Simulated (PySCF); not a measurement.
**C₆ coefficients of unlike pairs at PBE0**

Calculated with PySCF 2.14 from the dipole response of each species, C₆(A,B) = (3/π) ∫ α_A(iu) α_B(iu) du, in atomic units, from isotropic polarisabilities. For ions this is the dispersion term alone; charge-induced terms of lower order in 1/R come first.

| species | configuration | basis | relativity | α (bohr³) | C₆ (like pair) |
| --- | --- | --- | --- | --- | --- |
| Sc | [Ar] 3d1 4s2 (2D) | aug-cc-pwCVTZ-DK (10s9p7d4f3g) | spin-free X2C | 128.2 | 1621 |
| Pd⁺ | [Kr] 4d9 (2D) | aug-cc-pVDZ-PP with ECP28MDF (5s5p4d2f) | core potential | 10.33 | 59.31 |
| Br | [Ar] 3d10 4s2 4p5 (2P) | aug-cc-pwCVTZ-PP with ECP10MDF (8s7p6d4f1g) | core potential | 21.28 | 173.3 |
| Ca⁺ | [Ar] 4s1 (2S) | dyall-av2z (17s13p4d) | none | 86.27 | 648.6 |

Q: Estimate C₆ for Pd⁺ with Sc.

A: The integral gives 227.7. The combination rule 2 C_A C_B / (C_A α_B/α_A + C_B α_A/α_B) gives 221.9 and the geometric mean 310.1.

No spin-orbit coupling is included.

The other pairs:

```csv
pair,C₆
"Br, Sc",441.0
"Ca⁺, Sc",1023
"Br, Pd⁺",97.97
"Ca⁺, Br",273.6
"Ca⁺, Pd⁺",142.5
```
